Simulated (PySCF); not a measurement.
**CH₈Cl₂OSi₄: full NMR table**

* Formula: CH8Cl2OSi4
* SMILES: C[Si@H]1[Si@@H](Cl)[Si@H](O)[Si@@H]1Cl
* InChI: InChI=1S/CH8Cl2OSi4/c1-5-6(2)8(4)7(5)3/h4-8H,1H3/t5-,6-,7-,8-/m1/s1
* Point group of the computed structure: C1
* Degrees of unsaturation: 1
* Carbon signals: 1
* Proton signals: 6

Bonds (- single, = double, # triple, : aromatic): C1-Si2, Si2-Si3, Si3-Cl4, Si3-Si5, Si5-O6, Si5-Si7, Si7-Cl8, Si7-Si2. C1 carries H9, H10, H11; Si2 carries H12; Si3 carries H13; Si5 carries H14; O6 carries H15; Si7 carries H16. Stereochemistry as in C[Si@H]1[Si@@H](Cl)[Si@H](O)[Si@@H]1Cl.

All values are calculated (PySCF 2.14): geometry: GFN2-xTB, NMR shieldings at PBE0/pcSseg-1/GIAO. One conformer, gas phase, averaged over atoms made equivalent by symmetry, fast rotation or ring inversion, non-relativistic.

References, each an isolated molecule treated in the same way: 1H, 13C, 29Si vs TMS; 17O vs H2O.

| carbon | δC, type | δH (multiplicity) | HMBC from (2–3 bonds) | span of the C tensor (ppm) |
| --- | --- | --- | --- | --- |
| C1 | -7.9, CH3 | 0.47 (d) | H13, H16, H12 | 18 |

Other nuclei:
| atoms | nucleus | environment | δ (ppm) | σ (ppm) |
| --- | --- | --- | --- | --- |
| H14 | 1H | hydrogen on a silicon bonded to O, 2 Si, in a 4-membered ring | 6.57 | 25.15 |
| H13 | 1H | hydrogen on a silicon bonded to Cl, 2 Si, in a 4-membered ring | 6.35 | 25.37 |
| H16 | 1H | hydrogen on a silicon bonded to Cl, 2 Si, in a 4-membered ring | 5.98 | 25.74 |
| H12 | 1H | hydrogen on a silicon bonded to C, 2 Si, in a 4-membered ring | 4.99 | 26.73 |
| H15 | 1H | hydrogen on an oxygen bonded to Si | 0.73 | 30.99 |
| Si5 | 29Si | silicon bonded to O, 2 Si, H, in a 4-membered ring | 15.9 | 333.3 |
| Si3 | 29Si | silicon bonded to Cl, 2 Si, H, in a 4-membered ring | 3.0 | 346.2 |
| Si7 | 29Si | silicon bonded to Cl, 2 Si, H, in a 4-membered ring | -1.0 | 350.2 |
| Si2 | 29Si | silicon bonded to C, 2 Si, H, in a 4-membered ring | -37.2 | 386.4 |
| O6 | 17O | oxygen bonded to Si, H | -8.7 | 344.8 |

1. δC -7.9: methyl carbon bonded to Si; an electropositive neighbour leaves it electron-rich and shielded.
2. δH 6.35, 5.98: hydrogen on a silicon bonded to Cl, 2 Si, in a 4-membered ring.
3. δH 4.99: hydrogen on a silicon bonded to C, 2 Si, in a 4-membered ring.
4. δH 0.73: hydrogen on an oxygen bonded to Si; exchangeable; this is the value without hydrogen bonding to other molecules.
5. δH 0.47: hydrogen on a methyl carbon bonded to Si; an electropositive neighbour shields it, as in TMS itself.

Exchangeable OH/NH protons stand at their gas-phase positions; hydrogen bonding in a real sample shifts them, mostly to higher δ. Shifts are as computed. Against solution values, carbons near 30 ppm lie about +3 ppm off and those near 130 ppm about +5 ppm. Of 1309 compounds with measured shifts, 239 miss one by over three times the rms of a fit or turn the order of signals round; such compounds aren't used in these exercises. Experimental scales use liquid or dissolved standards, which lie at an offset from isolated H2O (liquid H2O: subtract about 36 ppm). No couplings were computed; multiplicities are counted from neighbouring protons, with m where these are inequivalent, close in shift, in a saturated or five-membered ring or joined by F or P, and br s for small geminal =CH2 splittings.
